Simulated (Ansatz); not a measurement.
V, quartet; Ansatz (a first-principles code) with BHLYP/cc-pVDZ.

The Ansatz input:
Ansatz 0.2 input:
```yaml
crystal:
  periodic: [false, false, false]
  atoms:
    - {symbol: V, position_ang: [0.00000000, 0.00000000, 0.00000000]}
basis:
  gaussian:
    orbitals: cc-pVDZ
hamiltonian:
  xc: {name: BHLYP}
magnetization: {spin_polarized: true, initial_magnetization: 3}
```

**Question.** Predict the main parts of the log of this Ansatz run.

**Answer.** 
```
Functional definition: BHLYP
292 factors; integrals over basis functions are off by at most 8.9e-5 eV
mean field evaluation 1: about -25684.2537 eV, gradient 7.1e0 eV
mean field evaluation 2: about -25684.4875 eV, gradient 1.5e0 eV
mean field evaluation 4: about -25684.5057 eV, gradient 7.0e-2 eV
mean field evaluation 8: about -25684.5066 eV, gradient 1.5e-3 eV
mean field evaluation 16: about -25684.8009 eV, gradient 1.4e0 eV
mean field evaluation 32: about -25684.6022 eV, gradient 1.1e0 eV
mean field -25684.81276614 eV, -943.8994593644 hartree, gradient 1.4e-5 eV, S^2 3.753866; 6 other end points of the search recorded, 0 dependent functions left out
reference -25684.81286464 eV, -943.8994629842 hartree; 13, 10 occupied and 30, 33 virtual orbitals, 292 factors
Total energy: -25684.81286464 eV, -943.8994629842 hartree
```
